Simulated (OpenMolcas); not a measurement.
A calculation on Se⁺.

```yaml
Program: OpenMolcas
Method: "SS-CASPT2, IPEA 0.25 Eh, imaginary shift 0.1 Eh (closed shells correlated: 3d)"
Basis: ANO-RCC-VQZP [7s6p4d2f1g]
Scalar_Hamiltonian: DKH2, point nucleus
Active_space: 5 electrons in 8 orbitals (4s 4p 5s 5p)
State_averaging: 2S+1 = 4 odd, 1 root; 2S+1 = 2 odd, 8 roots; 2S+1 = 4 even, 3 roots; 2S+1 = 2 even, 9 roots
Spin-orbit_coupling: state interaction with AMFI integrals over the reference wave functions, term energies averaged over their components
```

(1) Which level of the active space comes out lowest?

(2) How high does 4s 4p4 4P 5/2 lie?

(3) How high does 4s2 4p3 2D* 5/2 lie?

(4) How high does 4s2 4p3 2P* 1/2 lie?

(5) The level at 24380 cm-1 has J = 3/2. What is it made of, and what is its g factor?

Measured values: NIST Handbook of Basic Atomic Spectroscopic Data.

Answers

(1) 4s2 4p3 4S* 3/2, with 99 % of that term; it is also the measured ground level.

(2) 85380 cm-1 above the lowest level; measured 83877 cm-1 above the ground level, so the calculation is off by +2 %.

(3) 14510 cm-1 above the lowest level; measured 13784 cm-1 above the ground level, so the calculation is off by +5 %.

(4) 23770 cm-1 above the lowest level; measured 23038 cm-1 above the ground level, so the calculation is off by +3 %.

(5) 95 % 4s2 4p3 2P* 3/2, 5 % 4s2 4p3 2D*; g = 1.314, against 1.334 from Landé's formula for the pure leading term.

CASPT2 does not keep the components of a term degenerate, so their means are used; among the terms shown or strongly mixed into the levels shown the widest spread is 100 cm-1 (4s2 4p3 2D*). Over all roots computed the reference weight is 0.84 to 0.96; the roots of lowest weight are the least certain, and an intruder state may touch them. Active for correlation alone: 5p 5s; no level in the range computed is led by a configuration that fills them, so any true level of that kind is missing. Terms of s pⁿ other than that of highest spin mix with s² pⁿ⁻² d, which this space lacks; all of them can be thousands of cm-1 off, and some have no real level of that name. Measured partners are found by configuration, term and J. A level has none where our copy of the source lacks it or the pairing is in doubt (some pairs that miss far off the trend of their configuration count as doubtful), and it then counts in no deviation. Only configurations of the active space appear.

* marks odd parity.
